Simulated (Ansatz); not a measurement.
## Correcting a cheap level on molecular compounds of B

The atomisation enthalpy at 298 K in kJ/mol of 7 molecular compounds of B: x at PBE0-D4/def2-TZVPP, y from tabulated heats of molecules and atoms (NIST-JANAF tables). Shapes, held fixed at every level: PBE0-D4/def2-TZVP. Computed values hold a harmonic thermal term (PBE0-D4/def2-TZVP) and the atoms' spin-orbit lowering. Programs: Ansatz 0.2.0.

```
                    molecule  x (kJ/mol)  y (kJ/mol)
       BI3 (boron triiodide)         890         819
     BBr3 (boron tribromide)        1143        1110
BBrCl2 (bromodichloroborane)        1295           ?
    BCl3 (boron trichloride)        1371        1337
BCl2F (dichlorofluoroborane)        1554        1537
      BBrF2 (SMILES FB(F)Br)        1664        1661
           BHF2 (SMILES FBF)        1671        1681
```

Problem. Fit y = c + s·x to the known rows and predict y for BBrCl2.

Solution. 
1. Means of the 6 rows: x = 1382.17, y = 1357.5.
2. Σ(Δx)² = 491935, Σ(Δx·Δy) = 534272, so the slope is 534272/491935 = 1.0861.
3. Intercept: 1357.5 − (1.0861) × 1382.17 = -143.7. The largest residual of the fit is 12.
4. BBrCl2: -143.7 + 1.0861 × 1295 = 1263 kJ/mol.

The tabulated heats give 1262 kJ/mol, so the prediction is off by +1 kJ/mol, within the largest residual. Uncorrected, PBE0-D4/def2-TZVPP misses BBrCl2 by +33 kJ/mol, and the other rows by 28 on average. With references in doubt, neither the misses nor the line can be laid on the level alone. Left out in turn, the other rows are missed by 11 kJ/mol on average, so much of the error is systematic among these molecules. The molecules' own spin-orbit lowering is left out, so errors for iodides read a little too negative. The tabulated values of BI3, BBr3, BBrCl2, BCl2F, BBrF2, BHF2 are in doubt (older tables, estimates, or at odds with other calculations) and kept here. For atoms past krypton def2 sets carry core potentials with scalar relativity. Relativity is left out for Br.
